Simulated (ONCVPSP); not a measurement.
**iron (Fe): variants of one ONCV potential**

Base potential:

ONCVPSP 4.0.1 input, shortened (lines: element, Z, core and valence counts, functional; n l f; lmax; l rc ep ncon nbas qcut; lloc lpopt rc5 dvloc0; l nproj debl; icmod fcfact rcfact), LDA (Perdew-Wang 92), scalar-relativistic:

```
  Fe 26.00    3    4  -001012      upf
    1    0    2.00
    2    0    2.00
    2    1    6.00
    3    0    2.00
    3    1    6.00
    3    2    6.00
    4    0    2.00
    2
    0    1.20    0.00    4    7    9.30
    1    1.15    0.00    4    7   13.90
    2    1.35    0.00    4    9   11.40
    4    2    0.90    2.00
    0    3    3.30
    1    1    1.60
    2    1    3.40
    3    4.00    1.75
```

All-electron outer shells of the reference configuration (LDA (PZ), scalar-relativistic, ld1.x):

```
shell  level (eV)  outermost node (bohr)  outermost maximum (bohr)
   2p     -698.00                      –                      0.18
   3s      -93.51                   0.33                      0.70
   3p      -59.93                   0.30                      0.72
   3d       -7.75                      –                      0.71
   4s       -5.49                   1.01                      2.38
```

Cutoffs, loose and tight: the cutoffs (Ha) at which the residual kinetic energy of the hardest occupied pseudo-wave falls to 1 and 0.1 mHa per electron. They do not see the model core or the augmentation charge, which bear on the density cutoff. Test errors are all-electron minus pseudo excitation energies from the reference, over the configurations 3s2 3p6 3d6 4s1; 3s2 3p6 3d6 4s0; 3s2 3p6 3d5 4s0; 3s2 3p6 3d6 4s0 4p2. A dash means not determined; rows that change the core or the reference have their own tests.

| change | outcome | cutoff, loose | cutoff, tight | bound ghosts | GHOST(+) flags above zero | largest test error (meV) |
| --- | --- | --- | --- | --- | --- | --- |
| base | generated | 52 Ha | 58 Ha | none | none | +13 |
| s: rc 1.78 | generated | 52 Ha | 58 Ha | none | none | -13 |
| reference 3s2 3p6 3d7 4s1 | generated | 51 Ha | 58 Ha | none | none | +32 |
| d: rc 1.08 | generated | 62 Ha | 188 Ha | none | none | +13 |
| functional PBE | generated | 52 Ha | 58 Ha | none | none | +13 |
| core correction Teter function fitted to the true core (icmod 2), fcfact 0.65 | generated | 52 Ha | 58 Ha | none | none | +13 |
| s: qcut 9.4; p: qcut 14.1; d: qcut 11.5 | generated | 52 Ha | 58 Ha | none | none | +13 |
| core correction Teter function, fcfact 4, rcfact 1.14 | generated | 52 Ha | 58 Ha | none | none | +13 |
| all radii but the core radius scaled by about 1.06 (s 1.28, p 1.22, d 1.44 bohr); local potential polynomial inside 0.96 bohr (lpopt 2, dvloc0 2 Ha) | generated | 49 Ha | 55 Ha | none | none | -12 |
| core correction Teter function, fcfact 5.3, rcfact 1.75 | generated | 52 Ha | 58 Ha | none | none | +13 |
